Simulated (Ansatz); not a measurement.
C₂H₃O, charge -1, singlet, geometry from GFN2-xTB (a gas-phase anion, which may not be bound at this level), with bond 5-3 at 2.2 times its length; Ansatz (a program for electronic structure) with HF/6-31G*.

Input for Ansatz:
Ansatz 0.2 input:
```yaml
crystal:
  periodic: [false, false, false]
  atoms:
    - {symbol: O, position_ang: [1.20222232, 0.35798886, 0.02041500]}
    - {symbol: C, position_ang: [-0.02392463, 0.67055660, -0.01272229]}
    - {symbol: C, position_ang: [-0.96955705, -0.66523219, -0.00962122]}
    - {symbol: H, position_ang: [-0.42231874, -1.62047315, 0.01999328]}
    - {symbol: H, position_ang: [-2.43810717, -0.56930000, 1.90214926]}
    - {symbol: H, position_ang: [-1.59748991, -0.65375760, -0.90861757]}
basis:
  gaussian:
    orbitals: 6-31G*
hamiltonian:
  xc: hf
total_charge: -1
```

The log (banner, timings and long lists left out):

```
Functional definition: HF
512 factors; integrals over basis functions are off by at most 1.1e-3 eV
mean field evaluation 1: about -4131.6199 eV, gradient 3.4e1 eV
mean field evaluation 2: about -4131.6257 eV, gradient 3.4e1 eV
mean field evaluation 4: about -4136.7511 eV, gradient 6.0e0 eV
mean field evaluation 8: about -4137.6333 eV, gradient 1.2e0 eV
mean field evaluation 16: about -4137.6852 eV, gradient 2.6e-5 eV
mean field evaluation 32: about -4135.9651 eV, gradient 1.7e1 eV
mean field -4137.68524498 eV, -152.0571281291 hartree, gradient 2.6e-5 eV, S^2 0.000000; 0 other end points of the search recorded, 0 dependent functions left out
reference -4137.68524498 eV, -152.0571281291 hartree; 12, 12 occupied and 39, 39 virtual orbitals, 512 factors
Total energy: -4137.68524498 eV, -152.0571281291 hartree
```
